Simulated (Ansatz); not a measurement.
Stepwise reaction of `[SH][InH2]` with hydrogen fluoride, as a gas-phase model of exchange steps in deposition or etching. ΔE in kJ/mol; ΔG adds harmonic PBE0-D4 terms to CCSD(T)/CBS, at 1 bar.

Calculated with Ansatz (gas phase, PBE0-D4/def2-TZVP geometries, no zero-point term in ΔE). CCSD(T)/CBS adds triple-zeta CCSD(T) − MP2 to the extrapolated MP2 energy (def2 sets, frozen cores). This one scheme is used for every species. Functionals use def2-TZVPP. B3LYP here is the variant with VWN-RPA as its local correlation; programs differ in this. Elements past krypton have def2 core potentials. For In outer-core shells are correlated without core-valence functions, which leaves a few kJ/mol of doubt a bond. Each species was taken in one conformer, which may not be the lowest.

```csv
step,reaction,PBE-D4,B3LYP-D4,ωB97M-V,CCSD(T)/CBS,ΔG(500 K)
1,`[SH][InH2]` + H–F → `[F][InH][SH]` + H₂,-51.8,-52.9,-48.3,-49.5,-48.9
```

Question: Give the row of step 2, `[F][InH][SH]` + H–F → `[F][In]([F])[SH]` + H₂. (Best estimate.)

Answer: The calculation gave: 
| step | reaction | PBE-D4 | B3LYP-D4 | ωB97M-V | CCSD(T)/CBS | ΔG(500 K) |
| --- | --- | --- | --- | --- | --- | --- |
| 2 | `[F][InH][SH]` + H–F → `[F][In]([F])[SH]` + H₂ | -22.5 | -23.7 | -19.6 | -20.9 | -20.9 |

Question: By hand: ΔE of the 2 steps together at CCSD(T)/CBS.

Answer: (-49.5) + (-20.9) = -70.4 kJ/mol, or -35.2 kJ/mol a step.

In ΔE each step is higher than the one before. All are downhill at CCSD(T)/CBS. ΔG lies between -48.9 and -20.9 kJ/mol a step. PBE-D4 differs from CCSD(T)/CBS by -2.3 to -1.6 kJ/mol a step. Isolated molecules leave out the surface, adducts and barriers. Largest T1 diagnostic: 0.016.
